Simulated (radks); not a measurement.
Au33+, configuration [Kr] 4d10.

All-electron calculation, non-relativistic Kohn-Sham, PBE, spin-polarised, spherical densities, point nucleus; relativity is left out, which matters for an element this heavy. Program: a radial shooting solver on a logarithmic mesh with Libxc functionals.

Energy parts (hartree):
part                       energy
total                 -17296.6623
kinetic                17293.9871
electron-nucleus      -38896.3547
Hartree                 4595.6978
exchange-correlation    -289.9925

Orbitals (lengths in bohr, moments of r in powers of bohr):
orbital	occ.	eigenvalue (hartree)	<1/r>
1s	2	-2731.855	78.45
2s	2	-495.0273	18.45
2p	6	-477.6214	18.49
3s	2	-151.5120	7.205
3p	6	-143.4411	7.156
3d	10	-128.4312	7.070
4s	2	-63.57084	3.428
4p	6	-60.01216	3.367
4d	10	-53.57668	3.249

The highest occupied level is 4d at -1457.9 eV. Virial ratio -V/T = 2.00015. The electron density at the nucleus is 3.539e+05 e/bohr^3. The density falls to 0.001 e/bohr^3 at r = 1.13 bohr.
